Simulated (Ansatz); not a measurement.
Input file for Ansatz (a quantum-chemistry and plane-wave program): SC-NEVPT2 on CASSCF(10,8)/def2-SVP on GaCl, a point of a bond scan (R = 2.239 Å).

Ansatz 0.2 input:
```yaml
crystal:
  periodic: [false, false, false]
  atoms:
    - {symbol: Ga, position_ang: [-0.00000000, -0.00000000, -0.79296210]}
    - {symbol: Cl, position_ang: [0.00000000, 0.00000000, 1.44598970]}
basis:
  gaussian:
    orbitals: def2-SVP
    pivot_positions_ang: [[-0.00000000, -0.00000000, -0.79296210], [0.00000000, 0.00000000, 1.44598970]]
magnetization: {spin_polarized: false}
correlation: {method: sc_nevpt2, electrons: outside_noble_gas, active_space: {window: {electrons: 10, orbitals: 8}}}
output: {orbitals: {seedname: ./end}}
```

Program output:

```
WARN ansatz: RAYON_NUM_THREADS=1 ignored (pool sized by the plan → 1); use --threads N
Functional definition: HF
integrals: 0.01 GiB planned
503 factors; integrals over basis functions are off by at most 5.5e-4 eV
mean field: 0.10 GiB planned
mean field evaluation 1: about -64828.3200 eV, gradient 1.4e1 eV
mean field evaluation 2: about -64828.3265 eV, gradient 1.4e1 eV
mean field evaluation 4: about -64829.1047 eV, gradient 1.1e0 eV
mean field evaluation 8: about -64829.1122 eV, gradient 1.2e-4 eV
mean field -64829.11223712 eV, -2382.4259319636 hartree, gradient 2.4e-6 eV, S^2 0.000000; 0 other end points of the search recorded, 0 dependent functions left out
reference -64829.11223712 eV, -2382.4259319636 hartree; 24, 24 occupied and 26, 26 virtual orbitals, 503 factors
configuration interaction: 0.20 GiB planned
configuration interaction: 0.01 GiB planned
state -64830.19692098 eV, -2382.4657933603 hartree
state -64830.19692098 eV, -2382.4657933603 hartree; corrected -64833.74557843 eV, -2382.5962041162 hartree
Total energy: -64833.74557843 eV, -2382.5962041162 hartree
```

The calculation finished and met its thresholds.

Cost: very roughly 6 core-seconds.
